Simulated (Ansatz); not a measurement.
Cost and result for the atomization energy of C2H4GeN (`[C]#[C][GeH2][NH2]`) radical (8 atoms, 7 bonds).

The species carries charge 0 and has multiplicity 2. Correlated methods include outer-core shells of Ge, which these sets cover unevenly. Scalar relativity is left out up to krypton. The geometry is a stationary point of PBE0-D4/def2-TZVP. It is one conformer, not always the lowest. Program: Ansatz. All runs use 4 threads of an AMD EPYC 7B13 on a shared host. Times are those of one run each, without the atoms' runs, and a repeat can differ threefold. Electronic energies, without spin–orbit coupling; frozen cores. CCSD(T)/CBS adds CCSD(T) − MP2 in def2-TZVPP to the MP2 limit, and its time is that of the two runs behind it. T1 = 0.038; ⟨S²⟩ of the reference is 1.15. With those shells the extrapolation isn't a true limit. B3LYP takes the VWN-RPA correlation (the form of Gaussian; ORCA's B3LYP/G). HSE06 is the plane-wave form, built on full-range PBE exchange.

CCSD(T)/CBS is a level of theory with its own doubt, some kJ/mol a heavy atom from the limit and from the frozen cores, so smaller differences don't rank the functionals.

```tsv
level	functions	wall time
BLYP-D4/def2-TZVPP	197	4.9 s
PBE-D4/def2-TZVPP (with forces)	197	5 s
HSE06-D4/def2-TZVPP	197	6.5 s
B3LYP-D4/def2-TZVPP (with forces)	197	7.5 s
PBE-QIDH/def2-TZVPP	197	8 s
r2SCAN-D4/def2-TZVPP (with forces)	197	10 s
r2SCANh-D4/def2-TZVPP	197	10 s
CAM-B3LYP-D4/def2-TZVPP	197	11 s
B97M-V/def2-TZVPP	197	14 s
CCSD(T)/def2-SVP	94	18 s
MP2/def2-QZVPP	380	110 s
CCSD(T)/def2-TZVPP	197	4.1 min
CCSD(T)/CBS(def2)	–	5.9 min
```

Q: What atomization energy does each give, and how far from CCSD(T)/CBS? (Best estimate.)

A: Computed: 
```
                             level  atomization (kcal/mol)  difference from CCSD(T)/CBS  per bond
                BLYP-D4/def2-TZVPP                   641.9                          3.9       0.6
   PBE-D4/def2-TZVPP (with forces)                   657.4                         19.4       2.8
               HSE06-D4/def2-TZVPP                   638.7                          0.7       0.1
 B3LYP-D4/def2-TZVPP (with forces)                   636.6                         -1.4      -0.2
               PBE-QIDH/def2-TZVPP                   631.7                         -6.3      -0.9
r2SCAN-D4/def2-TZVPP (with forces)                   640.0                          2.0       0.3
             r2SCANh-D4/def2-TZVPP                   633.6                         -4.4      -0.6
           CAM-B3LYP-D4/def2-TZVPP                   638.0                          0.0       0.0
                 B97M-V/def2-TZVPP                   641.1                          3.1       0.4
                  CCSD(T)/def2-SVP                   596.0                        -42.0      -6.0
                    MP2/def2-QZVPP                   629.8                         -8.2      -1.2
                CCSD(T)/def2-TZVPP                   621.8                        -16.2      -2.3
                 CCSD(T)/CBS(def2)                   638.0                          0.0       0.0
```

In def2-TZVPP, CCSD(T) changes the Hartree–Fock value by +187.9 kcal/mol (the triples alone add +13.4 kcal/mol) and MP2 by +186.4 kcal/mol; breaking electron pairs costs correlation energy, which Hartree–Fock lacks. From BLYP to BHLYP (50 % exact exchange), in def2-TZVPP and without D4, the atomization energy moves by −27.5 kcal/mol: exact exchange takes away binding that semilocal exchange gives to molecules. Leaving LDA and LC-ωPBE aside and taking each functional with its dispersion term where it has one, the values, not all of them listed here, spread over 46.1 kcal/mol, from BHLYP-D4 to PBE-D4. LDA lies +89.5 kcal/mol from PBE without D4, its usual overbinding.
